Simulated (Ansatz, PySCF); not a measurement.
Gas-phase reaction 3 R1 + R2 → P1 + 2 P2 + P3, each structure at its B3LYP-D3(BJ)/def2-TZVP stationary point, reached from a drawn start (curvature not checked).
P1, CH4 (SMILES C) (charge 0, multiplicity 1):
```xyz
5

C      0.0000     0.0000     0.0000
H      0.6289     0.6289     0.6289
H     -0.6289    -0.6289     0.6289
H      0.6289    -0.6289    -0.6289
H     -0.6289     0.6289    -0.6289
```
R1, H2 (SMILES [H][H]) (charge 0, multiplicity 1):
```xyz
2

H      0.0000     0.0000     0.3720
H      0.0000     0.0000    -0.3720
```
P2, HCl (SMILES Cl) (charge 0, multiplicity 1, Z-matrix in Å and degrees):
```
Cl
H 1 1.2820
```
P3: SiH4 (SMILES [SiH4]), charge 0, multiplicity 1.
R2: CH4Cl2Si (SMILES C[SiH](Cl)Cl), charge 0, multiplicity 1.

P less R. No zero-point or thermal terms.

The values were computed with Ansatz (an electronic-structure program) with Gaussian orbitals; PySCF for the D3/D4 terms. Each number belongs to the level named beside it.

### Question
What reaction energy does PBE0/def2-TZVPP give?

### Answer
29.7 kcal/mol

### Question
Predict the reaction energy from revPBE-D4/def2-TZVPP.

### Answer
36.0 kcal/mol

### Question
What reaction energy does BHLYP-D3(BJ)/def2-TZVPP give?

### Answer
30.8 kcal/mol
